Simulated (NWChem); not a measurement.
Molecule: CH$_{6}$OSi; SMILES O(C)[SiH3]

```xyz
9

Si     0.0268     1.0485     0.0003
O     -0.5786    -0.5004    -0.0001
C      0.2144    -1.6533     0.0005
H     -1.1458     1.9628     0.0002
H      0.8711     1.2950     1.2129
H      0.8717     1.2956    -1.2117
H      0.8634    -1.7131     0.8944
H     -0.4435    -2.5358     0.0021
H      0.8617    -1.7151    -0.8946
```
Atoms are numbered in this order, from 1.

Coordinates come from a PBE0/def2-SVP optimisation.

 Unshifted, non-relativistic core excitations; the lowest 4 roots alone, so stronger bands may lie above.

Problem. List the first C K-edge excitations from PBE/6-311G** (spherical d), restricted-window TDA (NWChem).

Solution. 
```csv
state,energy (eV),dipole oscillator strength,leading excitation (squared amplitude)
S1,269.7,0.0031,1s of atom 3 or its equivalents → LUMO (1.00)
S2,271.1,0.0001,1s of atom 3 or its equivalents → LUMO+1 (0.91)
S3,271.2,0.0001,1s of atom 3 or its equivalents → LUMO+2 (0.96)
S4,271.4,0.0007,1s of atom 3 or its equivalents → LUMO+3 (1.00)
```
